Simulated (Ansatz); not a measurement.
Start from `C#CB(O)F` and change one atom or group to get `NB(O)F`.

Ansatz, PBE0-D4/def2-TZVP geometries, multiplicity 1. Each molecule was computed in one conformer, which needn't be the lowest.

```json
{"property": "HOMO energy (PBE0/def2-TZVPP) / eV", "`C#CB(O)F`": "-8.69"}
{"property": "HOMO–LUMO gap (B3LYP/def2-TZVPP) / eV", "`C#CB(O)F`": "7.18"}
{"property": "HOMO energy (PBE/def2-TZVPP) / eV", "`C#CB(O)F`": "-7.39"}
{"property": "zero-point energy (PBE0-D4/def2-TZVP) / kJ/mol", "`C#CB(O)F`": "108.5"}
{"property": "HOMO–LUMO gap (ωB97M-V/def2-TZVPP) / eV", "`C#CB(O)F`": "12.10"}
{"property": "HOMO–LUMO gap (PBE0/def2-TZVPP) / eV", "`C#CB(O)F`": "7.67"}
```

(1) What does the change do to each property? (Estimate.)

Results:

(1) The calculation gave: 
```csv
property,`NB(O)F`,shift
HOMO energy (PBE0/def2-TZVPP) / eV,-8.12,0.57
HOMO–LUMO gap (B3LYP/def2-TZVPP) / eV,7.88,0.70
HOMO energy (PBE/def2-TZVPP) / eV,-6.59,0.80
zero-point energy (PBE0-D4/def2-TZVP) / kJ/mol,128.2,19.7
HOMO–LUMO gap (ωB97M-V/def2-TZVPP) / eV,12.25,0.15
HOMO–LUMO gap (PBE0/def2-TZVPP) / eV,8.52,0.85
```

With PBE0 the HOMO rises by 0.57 eV and the LUMO rises by 1.42 eV, so the gap widens by about 0.85 eV. PBE moves the HOMO by 0.80 eV and ωB97M-V by 0.45 eV.

B3LYP here is the variant with VWN-RPA as its local correlation; programs differ in this.
